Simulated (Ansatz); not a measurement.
The pair A = AlH3 (SMILES [AlH3]) (first 4 atoms), B = CH5N (SMILES CN); geometry from B3LYP-D3(BJ)/def2-TZVP.
(charge 0, multiplicity 1):
```xyz
11

Al    -0.32762     0.59589     1.67060
H     -0.75495    -0.86570     1.18551
H      0.92991     1.27228     0.95263
H     -1.49152     1.56324     2.18414
C     -0.38379    -0.55512     4.42811
N      0.53366     0.11413     3.47663
H     -1.23014     0.10312     4.61247
H      0.10734    -0.79405     5.37215
H     -0.75344    -1.46840     3.96674
H      0.90001     0.96987     3.88516
H      1.33853    -0.47800     3.28961
```

Correlated levels freeze the cores. MP2 and its Hartree–Fock in aug-cc-pV(T+d)Z are density fitted.

The values were computed with Ansatz (a first-principles code) with Gaussian orbitals. Each number belongs to the level named beside it.

The counterpoise-corrected interaction energy is E(AB) − E(A in the pair's basis) − E(B in the pair's basis). Total energies (hartree):

| level | AB | A in the pair's basis | B in the pair's basis |
|---|---|---|---|
| HF/aug-cc-pV(D+d)Z | -338.9117291 | -243.6299721 | -95.2307348 |
| MP2/aug-cc-pV(D+d)Z | -339.3425122 | -243.7125727 | -95.5749232 |
| HF/aug-cc-pV(T+d)Z | -338.9470664 | -243.6389624 | -95.2548324 |
| MP2/aug-cc-pV(T+d)Z | -339.4621925 | -243.7357162 | -95.6673388 |
| CCSD(T)/aug-cc-pV(D+d)Z | -339.4086892 | -243.7395559 | -95.6151126 |

Q: Work out the counterpoise-corrected interaction energy at the basis-set limit: extrapolate the MP2 correlation part as X⁻³, take Hartree–Fock from the larger set, and add the CCSD(T) − MP2 difference of aug-cc-pV(D+d)Z.

A: 
1. Differences (1 hartree = 627.509 kcal/mol): HF/aug-cc-pV(D+d)Z -32.017; MP2/aug-cc-pV(D+d)Z -34.523; HF/aug-cc-pV(T+d)Z -33.428; MP2/aug-cc-pV(T+d)Z -37.109; CCSD(T)/aug-cc-pV(D+d)Z -33.898.
2. Correlation parts, MP2 less HF: -2.506 in aug-cc-pV(D+d)Z (X = 2), -3.681 in aug-cc-pV(T+d)Z (X = 3).
3. Limit (3³·(-3.681) − 2³·(-2.506))/(3³ − 2³) = -4.175; with HF/aug-cc-pV(T+d)Z it gives -37.604.
4. CCSD(T) less MP2 in aug-cc-pV(D+d)Z: 0.625.
Result: -36.98 kcal/mol, against -34.52 at MP2/aug-cc-pV(D+d)Z. It is an estimate of this method's limit, not of the exact value.
